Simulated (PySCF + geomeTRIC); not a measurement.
Computed with PySCF + geomeTRIC with M06-2X/def2-TZVP. fastk is a local helper that only speeds up exchange builds. No frequencies were computed at this level.

```python
import json, numpy as np
from pyscf import gto, dft
from fastk import lowrank_exchange
atoms = """
C      2.026683     0.042616    -0.115440
C      0.772037    -0.388256    -0.097029
C     -0.361865     0.543674     0.108860
C     -1.718384    -0.115396     0.080405
O     -0.211457     1.730365     0.284082
H      2.236089     1.091705     0.021397
H      2.866738    -0.614406    -0.264120
H      0.525869    -1.431810    -0.232431
H     -2.500612     0.622630     0.235507
H     -1.863944    -0.606123    -0.880524
H     -1.771153    -0.874999     0.859292
"""
def scf(charge, spin, dm0=None):
    mol = gto.M(atom=atoms, basis='def2-tzvp', ecp={}, charge=charge, spin=spin, verbose=3, max_memory=3780)
    mf = dft.KS(mol, xc='m062x').density_fit(auxbasis="def2-universal-jkfit")
    mf.grids.level = 4
    mf.conv_tol = 1e-8
    mf.max_cycle = 60
    mf.kernel(dm0)
    if not mf.converged:
        mf = mf.newton().run(mf.mo_coeff, mf.mo_occ).undo_soscf()
    return mf
mf = scf(0, 0)
from pyscf.geomopt.geometric_solver import kernel as optimize
path = []
done, mol = optimize(mf, maxsteps=80, assert_convergence=False, callback=lambda env: path.append((env["energy"], bool(env["g_scanner"].converged))))
res = dict(converged=bool(done and path[-1][1]), energy=path[-1][0], path=[e for e, c in path], xyz=mol.atom_coords(unit="Angstrom").tolist(), nao=mol.nao)
json.dump(res, open("result.json", "w"))
```

Output:

```
converged SCF energy = -231.217185323597
Geometry optimization cycle 1
converged SCF energy = -231.217185323342
cycle 1: E = -231.217185323  dE = -231.217  norm(grad) = 0.0169633
Geometry optimization cycle 2
converged SCF energy = -231.21711737008
cycle 2: E = -231.21711737  dE = 6.79533e-05  norm(grad) = 0.0117327
Geometry optimization cycle 3
converged SCF energy = -231.217588942258
cycle 3: E = -231.217588942  dE = -0.000471572  norm(grad) = 0.00286778
Geometry optimization cycle 4
converged SCF energy = -231.217600167164
cycle 4: E = -231.217600167  dE = -1.12249e-05  norm(grad) = 0.000530093
Geometry optimization cycle 5
converged SCF energy = -231.217600255862
cycle 5: E = -231.217600256  dE = -8.86983e-08  norm(grad) = 0.000466527
Geometry optimization cycle 6
converged SCF energy = -231.21760087478
cycle 6: E = -231.217600875  dE = -6.18918e-07  norm(grad) = 0.000124288
<class 'geometric.internal.Distance'> : 10
<class 'geometric.internal.Angle'> : 12
<class 'geometric.internal.OutOfPlane'> : 3
<class 'geometric.internal.Dihedral'> : 14
<class 'geometric.internal.TranslationX'> : 1
<class 'geometric.internal.TranslationY'> : 1
<class 'geometric.internal.TranslationZ'> : 1
<class 'geometric.internal.RotationA'> : 1
<class 'geometric.internal.RotationB'> : 1
<class 'geometric.internal.RotationC'> : 1
Step    0 : Gradient = 5.115e-03/9.432e-03 (rms/max) Energy = -231.2171853233
Step    1 : Displace = 6.217e-02/9.540e-02 (rms/max) Trust = 1.000e-01 (=) Grad = 3.538e-03/7.763e-03 (rms/max) E (change) = -231.2171173701 (+6.795e-05) Quality = -0.102
Step    2 : Displace = 3.175e-02/4.106e-02 (rms/max) Trust = 3.109e-02 (-) Grad = 8.647e-04/1.784e-03 (rms/max) E (change) = -231.2175889423 (-4.716e-04) Quality = 1.007
Step    3 : Displace = 5.804e-03/8.814e-03 (rms/max) Trust = 4.396e-02 (+) Grad = 1.598e-04/3.069e-04 (rms/max) E (change) = -231.2176001672 (-1.122e-05) Quality = 0.980
Step    4 : Displace = 1.935e-03/4.200e-03 (rms/max) Trust = 6.217e-02 (+) Grad = 1.407e-04/2.709e-04 (rms/max) E (change) = -231.2176002559 (-8.870e-08) Quality = 0.097
Step    5 : Displace = 8.817e-04/1.620e-03 (rms/max) Trust = 9.676e-04 (-) Grad = 3.747e-05/8.766e-05 (rms/max) E (change) = -231.2176008748 (-6.189e-07) Quality = 0.937
Converged! =D
```

Cost: roughly 4 core-minutes.
